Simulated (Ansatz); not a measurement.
Total energies of C3H7GaO (`C=[C](C)[GaH][OH]`).

```xyz
12

C     0.386    1.627    0.712
C     0.000    0.522    0.071
C    -0.928    0.566   -1.103
Ga    0.697   -1.175    0.726
O     0.128   -2.605   -0.194
H     0.042    2.616    0.409
H     1.058    1.599    1.565
H    -0.463    0.123   -1.989
H    -1.831   -0.022   -0.913
H    -1.226    1.591   -1.344
H     1.669   -1.396    1.934
H     0.467   -3.444    0.124
```

The species carries charge 0 and has multiplicity 1. Correlated methods include outer-core shells of Ga, which these sets cover unevenly. Scalar relativity is left out up to krypton. The structure was optimised at the PBE0-D4/def2-TZVP level. It is one conformer, not always the lowest. Basis def2-TZVPP, the Gaussian-basis code of Ansatz.

RPA on PBE orbitals: Hartree–Fock energy of these orbitals -2115.80234 Eh, correlation -1.55984 Eh (frozen core).

```tsv
functional	kind	energy without D4 (Eh)	D4 term (kJ/mol)
B3LYP	global hybrid, 20 %	-2118.75129	-39.2
ωB97X-V	range-separated hybrid GGA with VV10	-2118.45469	–
```

(1) Give the same for LDA (SPW92), PBE, revPBE, BLYP, r2SCAN, B97M-V, PBE0, r2SCANh, r2SCAN0, HSE06 (plane-wave form), BHLYP, CAM-B3LYP, LC-ωPBE, ωB97M-V, B2PLYP, PBE-QIDH. (An estimate is asked.)

B3LYP takes the VWN-RPA correlation (the form of Gaussian; ORCA's B3LYP/G). HSE06 is the plane-wave form, built on full-range PBE exchange. The double hybrids freeze the cores in their second-order part.

## Answers

(1) Computed: 
```
             functional                                       kind  energy without D4 (Eh)  D4 term (kJ/mol)
            LDA (SPW92)                                        LDA             -2114.00301                 –
                    PBE                                        GGA             -2118.15321             -24.3
                 revPBE                                        GGA             -2118.49008             -72.4
                   BLYP                                        GGA             -2118.68704             -53.1
                 r2SCAN                                   meta-GGA             -2118.57051              -6.0
                 B97M-V                         meta-GGA with VV10             -2118.30463                 –
                   PBE0         global hybrid, 25 % exact exchange             -2118.20885             -20.6
                r2SCANh                      meta-GGA hybrid, 10 %             -2118.54961              -6.4
                r2SCAN0                      meta-GGA hybrid, 25 %             -2118.52002              -7.1
HSE06 (plane-wave form)                            screened hybrid             -2118.19760             -19.3
                  BHLYP                        global hybrid, 50 %             -2118.55175             -30.7
              CAM-B3LYP                     range-separated hybrid             -2118.71789             -21.0
                LC-ωPBE                long-range corrected hybrid             -2118.31830                 –
                ωB97M-V  range-separated hybrid meta-GGA with VV10             -2118.49993                 –
                 B2PLYP                              double hybrid             -2118.16911                 –
               PBE-QIDH                              double hybrid             -2117.84644                 –
```

LC-ωPBE has ω = 0.4 bohr⁻¹.
